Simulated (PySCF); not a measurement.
Compound: C4H7NSSi.
Bonds: Si1–C2, C2–C3, C3–C4 (aromatic), C4–N5 (aromatic), N5–S6 (aromatic), S6–C7 (aromatic), C3–C7 (aromatic). Hydrogens: H8, H9, H10 on Si1; H11, H12 on C2; H13 on C4; H14 on C7.

Computed with PySCF at CAM-B3LYP/def2-SVPD, non-relativistic, on one gas-phase PBE0-D3(BJ)/def2-SVP geometry that isn't relaxed in the solvent. The solvent is an IEF-PCM continuum (Bondi radii, 1.10 Å for H, scaled by 1.2). Only the electrostatic response of the medium enters.

Gas phase at CAM-B3LYP/def2-SVPD: HOMO -8.34 eV, LUMO 0.04 eV, dipole 2.78 D.

Task: What does the continuum do to the energy, the frontier levels and the dipole at CAM-B3LYP/def2-SVPD in chloroform and tetrahydrofuran?

Result: 
| solvent | ε | E(solvent) − E(gas) (kcal/mol) | polarisation term (kcal/mol) | distortion of the solute (kcal/mol) | HOMO (eV) | LUMO (eV) | dipole (D) |
| --- | --- | --- | --- | --- | --- | --- | --- |
| chloroform | 4.711 | -3.46 | -4.08 | 0.62 | -8.27 | 0.08 | 3.60 |
| tetrahydrofuran | 7.426 | -4.04 | -4.89 | 0.85 | -8.26 | 0.08 | 3.74 |

The polarisation term is half the interaction of the solute with the surface charges that it induces; the rest is the cost of distorting the solute's density. The sum is the electrostatic part of solvation alone. From chloroform to tetrahydrofuran the lowering changes by a factor 1.17, Onsager's factor (ε − 1)/(2ε + 1) by 1.14 and ε itself by 1.6.

Task: Which radius a makes the point-dipole formula ΔE = −[(ε − 1)/(2ε + 1)]·μ²/a³ give the value in tetrahydrofuran, with the gas-phase dipole?

Result: μ = 1.093 au and |ΔE| = 0.00644 Eh give a = 2.23 Å; the farthest nucleus lies 3.37 Å from the centroid of the nuclei, so such a sphere wouldn't even hold the nuclei. The formula assumes a rigid point dipole at the centre of a sphere.

Task: How does the static polarisability (CAM-B3LYP/def2-SVPD, frozen core, with the continuum's full static response) change?

Result: 
| medium | isotropic (au) | principal values (au) | ⟨r²⟩ of the electrons (bohr²) |
| --- | --- | --- | --- |
| gas | 97.5 | 74.9, 92.4, 125.2 | 1305.3 |
| chloroform | 123.1 | 93.8, 119.6, 155.7 | 1305.9 |
| tetrahydrofuran | 127.8 | 97.7, 124.8, 160.7 | 1306.0 |

The isotropic value in tetrahydrofuran is 1.31 times the gas-phase one; no cavity-field correction is applied. ⟨r²⟩ is taken about the centre of nuclear charge.

Conformer computed: `[SiH3:1][CH2:2][c:3]1[cH:4][n:5][s:6][cH:7]1`: Si1–C2–C3–C4 -85°.
